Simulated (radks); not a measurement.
Values are calculated unless marked as measured or tabulated.
Q: Ionisation of neutral potassium, [Ar] 4s1, to K+, [Ar], under several functionals. Non-relativistic Kohn-Sham, spin-unpolarised, spherical densities, point nucleus; a radial shooting solver on a logarithmic mesh with Libxc functionals. The NIST Atomic Spectra Database gives 4.341 eV (measured). Rank these functionals by the error of their Delta-SCF ionisation energy: r2SCAN; Wu-Cohen GGA; revTPSS; revPBE; TASK exchange with Perdew-Wang LDA correlation; SOGGA; BP86; B86b exchange with PBE correlation; RPBE; AM05; LDA (Slater exchange, Perdew-Wang correlation); exchange-only PBE.

A: From best to worst: RPBE 4.321 eV (-0.019); BP86 4.317 eV (-0.023); LDA (Slater exchange, Perdew-Wang correlation) 4.385 eV (+0.044); B86b exchange with PBE correlation 4.286 eV (-0.055); revPBE 4.246 eV (-0.095); AM05 4.179 eV (-0.162); Wu-Cohen GGA 4.156 eV (-0.185); SOGGA 4.137 eV (-0.204); revTPSS 4.077 eV (-0.264); exchange-only PBE 4.040 eV (-0.301); r2SCAN 3.965 eV (-0.376); TASK exchange with Perdew-Wang LDA correlation 3.478 eV (-0.863). Spin polarisation and multiplet splitting are left out, so open shells lie too high by an amount that depends on their filling.

Beside tabulated values, note that spin-unpolarised runs miss the spin-polarisation part of the exchange energy of open shells.
